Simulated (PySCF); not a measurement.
C3H3F3, SMILES C=C(F)C(F)F. Heavy atoms are numbered as in [CH2:1]=[C:2]([F:3])[CH:4]([F:5])[F:6]. Hydrogens are named by the atom that carries them.

Geometry optimised at PBE0-D3(BJ)/def2-SVP. One conformer was computed; it need not be the lowest.

Calculation: HF/def2-TZVP in PySCF.

Atomic charges (e), one atom of each kind:

| atom | meta-Löwdin | Mulliken |
|---|---|---|
| C1 (CH2) | -0.27 | … |
| C2 | 0.30 | … |
| F3 | -0.31 | -0.26 |
| C4 (CH) | 0.55 | … |
| F5 | -0.33 | -0.27 |
| H on C1 | 0.14 | 0.17 |
| H on C4 | 0.11 | 0.09 |

Question: Some entries are withheld; supply them. (The exact figures need the calculation; the answer reports its results.)

Answer: 
- C1 (CH2), Mulliken: -0.28
- C2, Mulliken: 0.19
- C4 (CH), Mulliken: 0.47

Question: Give the Mayer and Wiberg (Löwdin basis) orders of the bonds. (Estimate from the structure and the level; the computed values follow.)

Answer: 
```
bond   Mayer  Wiberg
-----  -----  ------
C1–C2   1.96    2.12
C2–F3   0.95    1.69
C2–C4   1.03    1.13
C4–F5   0.98    1.69
C4–F6   0.99    1.69
```
